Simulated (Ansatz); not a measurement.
`[SiH3]C1(S)CO1` → `SC1CO1` + `[SiH2]` at 400 K and 1 bar (silylene formation by 1,1-elimination).

Program: Ansatz. Geometries: PBE0-D4/def2-TZVP. ΔE: electronic, gas phase. CCSD(T)/CBS adds triple-zeta CCSD(T) − MP2 to the extrapolated MP2 energy (def2 sets, frozen cores). This one scheme is used for every species. One conformer a species, not always the lowest.

```json
{"species": "`[SiH3]C1(S)CO1`", "CCSD(T)/CBS energy (Eh)": "-841.67702", "H − E (kJ/mol)": "220.9", "S (J/(mol·K))": "381.7"}
{"species": "`SC1CO1`", "CCSD(T)/CBS energy (Eh)": "-551.40011", "H − E (kJ/mol)": "172.4", "S (J/(mol·K))": "312.0"}
{"species": "`[SiH2]`", "CCSD(T)/CBS energy (Eh)": "-290.19011", "H − E (kJ/mol)": "44.2", "S (J/(mol·K))": "218.1"}
```

H − E and S are ideal-gas, rigid-rotor, harmonic terms from PBE0-D4/def2-TZVP, for one conformer and one mirror image of each species. 1 Eh = 2625.50 kJ/mol, R = 8.31446 J/(mol·K).

By hand: ΔE, ΔH, ΔS and ΔG.

ΔE = (-551.40011) + (-290.19011) − (-841.67702) = 0.08680 Eh = 227.9 kJ/mol. Δ(H − E) = 172.4 + 44.2 − 220.9 = -4.3, so ΔH = 223.6 kJ/mol. ΔS = 312.0 + 218.1 − 381.7 = 148.4 J/(mol·K). ΔG = 223.6 − 400 × (148.4)/1000 = 164.2 kJ/mol.

By hand: the equilibrium constant, and the temperature at which ΔG would vanish if ΔH and ΔS stayed fixed.

log₁₀ K = −ΔG/(RT ln 10) = -21.4. ΔG = 0 at ΔH/ΔS = 1507 K.

The number of gas molecules changes by +1, which sets the sign of ΔS. A doubt of 5 kJ/mol in ΔE shifts log₁₀ K by 0.7 here. Other conformers and mirror images would add mixing entropy, several J/(mol·K) or more a flexible species. These are equilibria of isolated gas molecules and say nothing of rates. Largest T1 diagnostic: 0.014 (customary marks: 0.02 for closed shells, 0.045 for open ones).
